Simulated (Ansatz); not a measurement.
Basis-set extrapolation for C2H6O2Si, SMILES `COC(=O)[SiH3]` (PBE0-D4/def2-TZVP geometry, frozen core, the Gaussian-basis code of Ansatz). Multiplicity 1, RHF reference.

```
                      def2-TZVPP   def2-QZVPP
                 HF  -517.987631  -518.007232
    MP2 correlation    -0.919050    -0.987044
CCSD(T) correlation    -0.993974      not run
```

Energies in hartree. Use E(X) = E(∞) + A·exp(−7.88·√X) for Hartree–Fock and E(X) = E(∞) + B·X^(−2.97) for correlation, with X = 3 and 4, and add CCSD(T) minus MP2 of the smaller set to the MP2 limit.

What is the CCSD(T) energy at the basis-set limit?

HF limit: -518.007232 + (-0.019601) × 0.13774 = -518.00993. MP2 limit: -0.987044 + (-0.067994) × 0.74074 = -1.03741. Higher-order term: -0.993974 − (-0.919050) = -0.07492. Total: -519.12226 hartree, 88.3 kcal/mol below CCSD(T)/def2-TZVPP.
